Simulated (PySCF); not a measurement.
From one molecule to another.

First species: Si(NCO)2Me2, C4H6N2O2Si.
Bonds: Si1–N2, Si1–N5, Si1–C8, Si1–C12, N2–C3, C3–O4, N5–C6, C6–O7. Hydrogens: H9, H10, H11 on C8; H13, H14, H15 on C12.

Second species: C3HN3Se.
SMILES: `N#CC1=N[Se]N=C1`

Levels: PBE0/def2-SVPD for dipole moment, HOMO energy, LUMO energy, HOMO–LUMO gap, static isotropic polarisability and electronic spatial extent ⟨r²⟩ about the centre of nuclear charge; TDDFT PBE0/def2-SVPD for lowest singlet excitation; PBE0-D3(BJ)/def2-SVP for rotational constant A and rotational constant C. Geometries: PBE0-D3(BJ)/def2-SVP. All species are isolated and taken at one optimised geometry, non-relativistic unless stated; the electronic structure was computed with PySCF and density fitting.

Values for the first species:

- Dipole moment: 3.60 D
- HOMO energy: -8.46 eV
- LUMO energy: -0.01 eV
- HOMO–LUMO gap: 8.45 eV
- Lowest singlet excitation: 7.20 eV
- Static isotropic polarisability: 91.1 au
- Electronic spatial extent ⟨r²⟩ about the centre of nuclear charge: 1738 bohr²
- Rotational constant A: 1.578 GHz
- Rotational constant C: 0.664 GHz

Task: Estimate the same properties for the second species, and the change in each.

Result: 
```json
{"property": "dipole moment", "first": "3.60 D", "second": "3.43 D", "second less first": "-0.17 D"}
{"property": "HOMO energy", "first": "-8.46 eV", "second": "-8.23 eV", "second less first": "+0.23 eV"}
{"property": "LUMO energy", "first": "-0.01 eV", "second": "-2.87 eV", "second less first": "-2.86 eV"}
{"property": "HOMO–LUMO gap", "first": "8.45 eV", "second": "5.36 eV", "second less first": "-3.09 eV"}
{"property": "lowest singlet excitation", "first": "7.20 eV", "second": "4.66 eV", "second less first": "-2.54 eV"}
{"property": "static isotropic polarisability", "first": "91.1 au", "second": "76.4 au", "second less first": "-14.7 au"}
{"property": "electronic spatial extent ⟨r²⟩ about the centre of nuclear charge", "first": "1738 bohr²", "second": "1025 bohr²", "second less first": "-713 bohr²"}
{"property": "rotational constant A", "first": "1.578 GHz", "second": "6.574 GHz", "second less first": "+4.996 GHz"}
{"property": "rotational constant C", "first": "0.664 GHz", "second": "0.971 GHz", "second less first": "+0.307 GHz"}
```

On the first: The dipole matches unit charges of opposite sign 0.75 Å apart (1 e·Å = 4.8032 D). No computed singlet falls in the visible range (750 to 380 nm, 1.65 to 3.26 eV); S1 lies 3.94 eV above its blue end.

On the second: The polarisability is 11.32 Å³ as a volume (1 au = 0.148185 Å³), or 1.03 au for each of the 74 electrons. The dipole matches unit charges of opposite sign 0.71 Å apart (1 e·Å = 4.8032 D). The calculation is non-relativistic and has no spin–orbit coupling, an omission that weighs most on selenium.
